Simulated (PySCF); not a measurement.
**Levels of As¹⁴⁺ from EOM-EA-GCCSD**

Reference: closed-shell As¹⁵⁺, [Ar]; one electron is added. Calculated with PySCF 2.14, two-component X2C-1e with screened spin-orbit coupling, an uncontracted even-tempered set (19 s from 0.42 bohr⁻², ratio 2.6; 14 p from 0.55 bohr⁻², ratio 2.6; 6 d from 0.56 bohr⁻², ratio 2.8; 3 f from 14 bohr⁻², ratio 2.8); frozen [Ne]; the 64 highest virtual spinors dropped; of the others 50 kept and the rest restored at second order. No Breit or QED terms. Binding energies in eV.

| level | Koopmans |
| --- | --- |
| 3d3/2 | 458.90 |
| 3d5/2 | 457.76 |

(1) How does correlation move these levels?

For comparison, the ionisation energy of As¹⁴⁺ is 460 ± 3 eV (theoretical estimate listed by NIST; NIST Atomic Spectra Database, ionization energies).

Only part of the computed levels is shown.

Answers

(1) 3d3/2: second order 460.40, EOM-CCSD 460.19; 3d5/2: second order 459.24, EOM-CCSD 459.02.
